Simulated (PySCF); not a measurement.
Cl3NbO, charge +1, multiplicity 2. Atoms are numbered in the order given.

```xyz
5

Nb     0.0018    -0.1416     0.0000
O      0.2881    -1.9214     0.0000
Cl    -1.1525     0.3671     1.8452
Cl     2.1651     0.5114     0.0000
Cl    -1.1525     0.3671    -1.8452
```
Charge +1, spin multiplicity 2.

Geometry: B3LYP-D3(BJ)/def2-SVP. The multiplicity is an assumed one; no other spin state was optimised. The isomer is the one that the SMILES or the coordinates give; other isomers of the formula were not compared. The def2 effective core potentials stand for the cores of Nb; spin–orbit coupling is left out.

Level of theory: r2SCAN/def2-TZVP run with PySCF.

ESP charges are fitted to the potential on shells at 1.4 to 2.0 van der Waals radii. Atomic charges (e):

```json
[
 {"atom": "Nb1", "ESP fit": "0.41", "Löwdin": "-0.04", "Mulliken": "1.49", "Mulliken spin": "-0.21"},
 {"atom": "O2", "ESP fit": "-0.02", "Löwdin": "-0.02", "Mulliken": "-0.24", "Mulliken spin": "0.76"},
 {"atom": "Cl3", "ESP fit": "0.18", "Löwdin": "0.33", "Mulliken": "-0.11", "Mulliken spin": "0.08"},
 {"atom": "Cl4", "ESP fit": "0.24", "Löwdin": "0.39", "Mulliken": "-0.04", "Mulliken spin": "0.29"},
 {"atom": "Cl5", "ESP fit": "0.18", "Löwdin": "0.33", "Mulliken": "-0.11", "Mulliken spin": "0.08"}
]
```
